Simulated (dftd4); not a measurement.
sulfuric acid (H₂O₄S), singlet, geometry from GFN2-xTB; D4 for pbe0 in dftd4.

The dftd4 input:
```
$ dftd4 mol.xyz --func pbe0 --charge 0 --json dftd4.json --noedisp

# file mol.xyz
7

O     -0.55270887     1.35278782     0.31094223
S     -0.08041867    -0.12569137    -0.01074187
O     -0.62676941    -0.48852650    -1.26558736
O     -0.27441856    -0.91999660     1.14521182
O      1.47921766     0.09531076    -0.18718448
H     -0.79115034     1.75123860    -0.52439176
H      1.87528245    -0.05678066     0.66920393
```

Question: Predict the main parts of the log of this dftd4 run.

Answer: 
```
                    ____  _____ _____     ____  _  _
      -------------|  _ \|  ___|_   _|---|  _ \| || |------------
     |             | | | | |_    | | ___ | | | | || |_           |
     |             | |_| |  _|   | ||___|| |_| |__   _|          |
     |             |____/|_|     |_|     |____/   |_|            |
     |             ===================================           |
     |            E. Caldeweyher, S. Ehlert & S. Grimme          |
     |          Mulliken Center for Theoretical Chemistry        |
     |                    University of Bonn                     |
      -----------------------------------------------------------

Rational (Becke-Johnson) damping: pbe0-D4-ATM
---------------------
  s6         1.0000
  s8         1.2007
  s9         1.0000
  a1         0.4009
  a2         5.0293
 alp        16.0000
--------------------

Dispersion energy:      -4.4481912191203E-03 Eh

[Info] JSON dump of results written to 'dftd4.json'
```
